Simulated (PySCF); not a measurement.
**How methods differ on the electron affinity of Te**

Te⁻ [Kr] 4d10 5s2 5p5 [5p1/2^2 5p3/2^3, M_J = 3/2] → Te [Kr] 4d10 5s2 5p4 [5p1/2^2 5p3/2^2, M_J = 2], as a difference of total energies. Calculation: PySCF 2.14, in x2c-SVPall-2c with one added diffuse shell each of s, p type (7s9p4d, 54 functions); the two-component X2C-1e Hamiltonian. Correlated levels: [Ar] 3d10 frozen; the 6 highest virtual spinors dropped. "Screened" scales the spin-orbit matrix elements by Boettger's factors to mimic the two-electron term; Breit and QED terms are absent.

Task: Order these methods by the electron affinity they give, lowest first.
A. GHF (spin-free)
B. GHF (screened spin-orbit)
C. GMP2 (spin-free)
D. GMP2 (screened spin-orbit)

Result: B (0.975 eV), A (1.084 eV), D (1.533 eV), C (1.633 eV).

The spin-free rows relax to the high-spin LS determinant and lack the spin-orbit shift.

Errors of the correlated levels include the incompleteness of this basis and the frozen core.

The labels give the starting determinants; with spin-orbit coupling the two ends relaxed to ⟨J²⟩ = 3.76, ⟨L²⟩ = 2.04, ⟨S²⟩ = 0.78 and ⟨J²⟩ = 6.02, ⟨L²⟩ = 2.28, ⟨S²⟩ = 1.90.

For comparison: 1.971 eV (measured; photodetachment measurements, as compiled on the Wikipedia data page of electron affinities).
